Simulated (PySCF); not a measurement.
# Phosphorus: a sound run and one with changed settings

Sound run: P⁺ [Ne] 3s2 3p2, P²⁺ [Ne] 3s2 3p1. All numbers are calculated (PySCF 2.14, the spin-free X2C one-electron Hamiltonian (Gaussian nucleus), in cc-pVTZ-DK (5s4p2d1f, 34 functions)). The sound run starts from symmetry-adapted Hartree-Fock orbitals and uses a fine grid where one is needed.

Changed run: 14 angular points. This setting is unsound on purpose.

```tsv
species	method	sound run (hartree)	changed run (hartree)	converged
P⁺	UHF	-341.16747	-341.16747	yes
P⁺	B3LYP	-341.72725	-341.72759	yes
P⁺	LDA	-340.41639	-340.41741	yes
P²⁺	UHF	-340.46367	-340.46367	yes
P²⁺	B3LYP	-341.00230	-341.00219	yes
P²⁺	LDA	-339.68858	-339.68824	yes
```

Ionisation energy of P⁺:

| method | sound run (eV) | changed run (eV) |
| --- | --- | --- |
| UHF | 19.151 | 19.151 |
| B3LYP | 19.727 | 19.739 |
| LDA | 19.805 | 19.842 |

A coarse angular grid integrates products of high-l functions wrongly, so density functionals can shift, and the SCF can exploit the error; Hartree-Fock and MP2 need no grid.

For comparison, NIST gives 19.769 eV between the lowest levels.
